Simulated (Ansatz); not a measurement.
Input for Ansatz (development build ahead of 0.2.0):

```yaml
crystal:
  periodic: [false, false, false]
  atoms:
    - { symbol: Zn, position_ang: [0.0, 0.0, 0.0] }
    - { symbol: H, position_ang: [0.0, 0.0, 1.4076] }
basis:
  gaussian: { orbitals: pcseg-2 }
magnetization:
  initial_magnetization: 5
hamiltonian:
  xc: r2scan
```

The input is written out in the form of the current development build from the run's settings.

Results

```yaml
Converged: yes
Total_energy: -1779.24585 hartree
Spin_squared_of_the_determinant: 8.750
Stability_test: minimum among restricted orbitals
```
